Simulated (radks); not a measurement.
Values are calculated unless marked as measured or tabulated.
Species: Zr+. Configuration: [Kr] 4d1.5 5s1.5 (fractional occupations, a model configuration). Level of theory: Dirac Kohn-Sham, BLYP, spin-unpolarised, spherical densities, finite nucleus; open shells are shared between the two j in proportion to 2j + 1; Fermi nuclear charge, rms radius 4.2694 fm (a radial shooting solver on a logarithmic mesh with Libxc functionals).

Normalised radial functions P(r) = r R(r) (large component), r in bohr:

r	4s1/2	4p1/2	4d5/2
0.003969	0.0990	0.0063	0.0000
0.004584	0.1107	0.0080	0.0000
0.005294	0.1231	0.0100	0.0000
0.006114	0.1363	0.0127	0.0001
0.007061	0.1499	0.0160	0.0001
0.008154	0.1637	0.0203	0.0002
0.009417	0.1773	0.0256	0.0003
0.01088	0.1900	0.0323	0.0004
0.01256	0.2010	0.0406	0.0006
0.01451	0.2094	0.0510	0.0009
0.01675	0.2139	0.0637	0.0013
0.01935	0.2131	0.0791	0.0020
0.02234	0.2054	0.0975	0.0029
0.0258	0.1892	0.1193	0.0043
0.0298	0.1628	0.1444	0.0063
0.03442	0.1248	0.1726	0.0092
0.03975	0.0746	0.2033	0.0133
0.0459	0.0124	0.2352	0.0189
0.05301	-0.0600	0.2662	0.0266
0.06122	-0.1387	0.2933	0.0371
0.07071	-0.2175	0.3125	0.0510
0.08166	-0.2879	0.3188	0.0690
0.09431	-0.3390	0.3067	0.0917
0.1089	-0.3589	0.2709	0.1195
0.1248	-0.3392	0.2115	0.1502
0.1441	-0.2703	0.1201	0.1867
0.1664	-0.1508	0.0023	0.2254
0.1922	0.0109	-0.1337	0.2633
0.222	0.1953	-0.2733	0.2959
0.2563	0.3727	-0.3963	0.3178
0.2961	0.5068	-0.4796	0.3230
0.3419	0.5620	-0.5007	0.3056
0.3949	0.5126	-0.4441	0.2611
0.456	0.3511	-0.3051	0.1873
0.5267	0.0932	-0.0937	0.0852
0.6082	-0.2236	0.1661	-0.0404
0.7024	-0.5463	0.4392	-0.1817
0.8112	-0.8191	0.6858	-0.3278
0.9369	-0.9963	0.8698	-0.4661
1.082	-1.0533	0.9656	-0.5836
1.25	-0.9920	0.9638	-0.6687
1.443	-0.8405	0.8755	-0.7141
1.667	-0.6430	0.7274	-0.7182
1.925	-0.4436	0.5535	-0.6849
2.223	-0.2748	0.3848	-0.6212
2.567	-0.1517	0.2432	-0.5362
2.965	-0.0738	0.1385	-0.4395
3.424	-0.0311	0.0702	-0.3402
3.954	-0.0112	0.0313	-0.2469
4.567	-0.0033	0.0120	-0.1664
5.274	-0.0008	0.0039	-0.1030
6.091	-0.0002	0.0010	-0.0576
7.034	0.0000	0.0002	-0.0287
8.124	0.0000	0.0000	-0.0125
9.382	0.0000	0.0000	-0.0047
10.84	0.0000	0.0000	-0.0015

4s1/2: eigenvalue -62.473 eV, 3 radial nodes at r = 0.0471, 0.191, 0.550 bohr, <r> = 1.21 bohr, 90 % of the charge inside 1.76 bohr. 4p1/2: eigenvalue -41.561 eV, 2 radial nodes at r = 0.167, 0.556 bohr, <r> = 1.34 bohr, 90 % of the charge inside 1.99 bohr. 4d5/2: eigenvalue -10.792 eV, 1 radial node at r = 0.582 bohr, <r> = 2.09 bohr, 90 % of the charge inside 3.35 bohr.
